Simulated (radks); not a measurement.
The numbers below are computed, except where a source is named.
Ionisation of the silicon ion Si+, [Ne] 3s2 3p1, to [Ne] 3s2 as the strength of local exchange is varied. Code: a radial shooting solver on a logarithmic mesh with Libxc functionals. Model: Dirac Kohn-Sham, Slater X-alpha exchange (alpha = 2/3 is LDA exchange), no correlation, spin-unpolarised, spherical densities, finite nucleus; open shells fill j = l - 1/2 first; Fermi nuclear charge, rms radius 3.1224 fm.

alpha,E(Si+) (hartree),exchange (hartree),IE (eV),-e of the level emptied (eV),<r> of it (bohr)
0.56,-284.60434,-15.27068,13.973,9.727 (3p1/2),2.576
0.667,-287.53419,-18.33869,14.976,10.647 (3p1/2),2.492
0.695,-288.30485,-19.14947,15.245,10.894 (3p1/2),2.471
0.741,-289.57452,-20.48862,15.692,11.307 (3p1/2),2.438
0.822,-291.82107,-22.86827,16.495,12.052 (3p1/2),2.382
0.823,-291.84889,-22.89782,16.505,12.061 (3p1/2),2.381
0.888,-293.66179,-24.82759,17.165,12.677 (3p1/2),2.338

NIST Atomic Spectra Database: 16.346 eV (measured). The Delta-SCF value meets it near alpha = 0.81. Spin polarisation and multiplet splitting are left out, so open shells lie too high by an amount that depends on their filling.

Beside tabulated values, note that spin-unpolarised runs miss the spin-polarisation part of the exchange energy of open shells.
